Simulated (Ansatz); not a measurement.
Two isomers of CH5BO2Si: A = `C[SiH]1OB1O`, B = `O=C[SiH2]BO`.

Isolated molecules relaxed with PBE0-D4/def2-TZVP in Ansatz; ΔE leaves out vibrations. CBS: MP2 limit from def2 TZ/QZ plus the TZ coupled-cluster correction, frozen cores. DFT in def2-TZVPP. One conformer a species, not always the lowest.

Q: Which isomer does CCSD(T)/CBS put lower? Give the gap. (An estimate is asked.)

A: Ansatz gave: A, by 55.6 kcal/mol.

Q: Give E(B) − E(A) in kcal/mol with B2PLYP, PBE0-D4, r2SCAN-D4, HF/def2-TZVPP, PBE-D4, CCSD/def2-TZVPP, ωB97M-V. (An estimate is asked.)

A: Ansatz gave: B2PLYP 54.8, PBE0-D4 56.3, r2SCAN-D4 57.7, HF/def2-TZVPP 50.9, PBE-D4 53.6, CCSD/def2-TZVPP 54.7, ωB97M-V 56.5. None reverses the order clearly.

Largest T1 diagnostic: 0.017.

In def2-TZVPP, CCSD(T) changes the Hartree–Fock value by +3.4 kcal/mol (the triples alone add −0.3 kcal/mol) and MP2 by +8.4 kcal/mol. From PBE to PBE0 (25 % exact exchange), in def2-TZVPP and without D4, E(B) − E(A) moves by +2.7 kcal/mol.
